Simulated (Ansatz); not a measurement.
CrS2Cl2. The state is a triplet with charge 0. Geometry r2SCAN-D4/def2-SVP, that of the neutral singlet; atoms count from 1.

```xyz
5

Cr    0.010    0.005    0.012
S     0.717   -1.184    1.421
S     0.724    1.823    0.291
Cl   -2.099    0.062    0.151
Cl    0.647   -0.706   -1.875
```

At PBE0-D4/def2-TZVP a singlet of charge 0 lies 0.45 eV below the triplet at the same geometry. That singlet is doubtful there (restricted singlet, unstable towards broken spin symmetry at other levels and untested here).

(1) Estimate the Mulliken populations from the PBE0/def2-TZVP orbitals of Ansatz.

(2) Where does the spin sit?

(3) And the Mayer bond orders between bonded heavy atoms (over 0.3)?

## Answers

(1) 
```csv
atom,charge (e),spin (α − β),d electrons
Cr1,0.70,0.94,4.54
S2,-0.11,0.47,–
S3,-0.11,0.47,–
Cl4,-0.24,0.06,–
Cl5,-0.24,0.06,–
```
Mulliken values and Mayer orders depend strongly on the basis.

(2) Summed by element: Cr 0.94, S 0.94, Cl 0.13, of 2 unpaired in all. Largest on single atoms: Cr1 0.94, S3 0.47, S2 0.47.

(3) Cr1–S2 1.81 (1.97 Å); Cr1–S3 1.81 (1.97 Å); Cr1–Cl4 1.11 (2.11 Å); Cr1–Cl5 1.11 (2.11 Å).
